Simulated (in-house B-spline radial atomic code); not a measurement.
A fraction x of an electron is moved 5p → 4f in Er2+, starting from [Xe] 4f12 and keeping the highest spin. Level of theory: scalar-relativistic (X2C) LDA exchange-only, spin-polarised, spherical fractional occupations, Fermi nucleus of rms radius 5.2516 fm; calculated with a radial B-spline atomic code at the basis-set limit.

```tsv
x	E(x) - E(0) (eV)	5p down level (eV)	4f down level (eV)
0	0.0000	-39.165	-15.285
0.125	2.9967	-39.072	-15.005
0.25	6.0165	-38.984	-14.736
0.375	9.0584	-38.901	-14.479
0.5	12.1218	-38.822	-14.232
0.625	15.2058	-38.748	-13.995
0.75	?	?	?
0.875	?	?	?
1	24.5741	-38.552	-13.349
```

**Question.** What belongs in the row x = 0.75?

**Answer.** An energy change of 18.3097 eV; 5p down at -38.678 eV, 4f down at -13.770 eV.

**Question.** What belongs in the row x = 0.875?

**Answer.** An energy change of 21.4327 eV; 5p down at -38.613 eV, 4f down at -13.554 eV.

**Question.** Check Janak's theorem between x = 0.125 and 0.25.

**Answer.** The slope of the energy is 24.16 eV; the orbital levels give 24.16 eV (ε of the receiving orbital less ε of the emptying one, averaged over the two points).
